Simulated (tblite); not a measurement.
C5H8NP3.
InChI=1S/C5H8NP3/c1-6(2)5-8-3-7-4-9-5/h3-4H,1-2H3

Computed with GFN2-xTB (tblite): harmonic, unscaled wavenumbers at the GFN2-xTB geometry, gas phase. Against measured fundamentals such values can be off by several per cent, at times by over 20.

Harmonic wavenumbers (cm⁻¹): 44.5, 73.4, 98.2, 147.1, 197.3, 209.4, 212.6, 261.7, 328.4, 338.3, 390.2, 412.1, 422.7, 529.3, 572.9, 724.9, 727.3, 749.2, 760.8, 899.9, 904.9, 1021.0, 1041.1, 1057.7, 1083.5, 1099.2, 1130.8, 1214.0, 1270.1, 1301.9, 1356.6, 1402.4, 1436.8, 1445.2, 1454.3, 1470.5, 1481.2, 2906.8, 2908.3, 2935.0, 2936.9, 2964.6, 2967.0, 3032.6, 3039.0.

A = 1860, B = 791.1, C = 558.9 MHz; mass 174.987 u (most abundant isotopes); point group C2v, symmetry number 2.

Task: What is the zero-point energy?

Result: ½Σν̃ = 26481 cm⁻¹ = 75.71 kcal/mol.

Task: What is S at 500 K and 1 bar for an ideal gas of classical rigid rotors and harmonic oscillators?

Result: Translation 43.98, rotation 30.51, vibration 51.99: S = 126.5 cal/(mol K).

Task: And Cp and H(500 K) − H(0)?

Result: Cp = 55.70 cal/(mol K), of which vibrations give 47.75 (their classical limit is 45 R = 89.4); H(500 K) − H(0) = 17.09 kcal/mol without the zero-point energy, 13.11 from vibrations.

Task: Blend soft modes into free rotors: weight 1/[1 + (100 cm⁻¹/ν̃)⁴] for the oscillator and the rest for a rotor with moment μB/(μ + B), μ = h/(8π²ν), B = 10⁻⁴⁴ kg m². What vibrational entropy results?

Result: 48.30 cal/(mol K) in place of 51.99, which changes −T·S at 500 K by +1.84 kcal/mol.

Task: What must be added to the electronic energy to get the Gibbs energy at 500 K and 1 bar?

Result: ZPE + [H(500 K) − H(0)] − T·S = 75.71 + 17.09 − 63.24 = 29.56 kcal/mol.

Hindered rotation and anharmonicity are outside this model.

Time: 0.75 s wall. Hardware: one thread, Arm Neoverse V2 (aarch64), no GPU (shared host). The figure is for the frequency step alone.

The values belong to the conformer `[CH3:1][N:2]([CH3:3])[c:4]1[p:5][cH:6][p:7][cH:8][p:9]1`: C1–N2–C4–P5 -1°.
